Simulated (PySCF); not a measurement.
SMILES Cl[Se]I (ClISe) (PBE0/def2-SVP optimised geometry):

```
3

Se    -1.017    -1.063     0.000
Cl    -1.499     1.063     0.000
I      1.499    -1.063     0.000
```

Computed with PBE0/def2-TZVP, def2 effective core potentials past Kr in PySCF.

### Question
What are the frontier orbital energies and the dipole moment?

### Answer
HOMO-2 -8.68 eV, HOMO-1 -8.27 eV, HOMO -6.82 eV, LUMO -3.18 eV, LUMO+1 -2.48 eV; dipole moment 0.94 D.

On the same geometry PySCF with PBE/def2-TZVP, def2 effective core potentials past Kr gives HOMO-2 -7.37 eV, HOMO-1 -7.13 eV, HOMO -5.64 eV, LUMO -3.95 eV, LUMO+1 -3.34 eV; dipole moment 0.87 D.
